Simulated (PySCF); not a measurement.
All values below come from PySCF with PBE0-D4/def2-TZVP // PBE0-D4/def2-SVP. Isolated molecules, 0 K electronic values unless said otherwise. One relaxed conformer stands for a flexible species; it need not be the lowest. 

Reference species (SMILES): `[NH2][GeH2][GeH2][GeH2][GeH2][CH]=O` (neutral, multiplicity 1).

The LUMO is -1.67 eV and the HOMO is -6.68 eV.

Changed species: `[CH]([GeH2][GeH2][GeH2][NH2])=O` (n = 3; the reference has n = 4).

Task: Predict the effect on the LUMO and HOMO.

Result: the LUMO rises by 0.08 eV, to -1.59 eV; the HOMO drops by 0.19 eV, to -6.87 eV.
